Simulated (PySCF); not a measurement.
Se(SiH3)2 (H6SeSi2), SMILES [SiH3][Se][SiH3].

The structure is a stationary point at PBE0-D3(BJ)/def2-SVP.

Two levels are set side by side: PBE/def2-TZVPD (PySCF) and B3LYP/def2-TZVPD (PySCF). Same geometry, gas phase. Differences are taken from unrounded values.

| quantity | B3LYP | PBE | PBE minus B3LYP |
|---|---|---|---|
| orbital gap (eV) | 6.13 | 4.68 | -1.45 |
| highest occupied level (eV) | -6.89 | -6.03 | 0.86 |
| lowest empty level (eV) | -0.76 | -1.35 | -0.59 |
| dipole moment (D) | 0.81 | 0.72 | -0.08 |
| mean polarisability (bohr³) | 87.9 | 90.7 | 2.8 |

PBE's occupied levels lie high since its potential decays too fast outside the molecule; exact exchange lowers them and widens the gap. Loosely held outer electrons make PBE densities more polarisable. Differences between two approximate levels are no errors against the true value.

Rough cost on one machine, each run with all the roots and properties that it gave: B3LYP against PBE within a factor of 2.
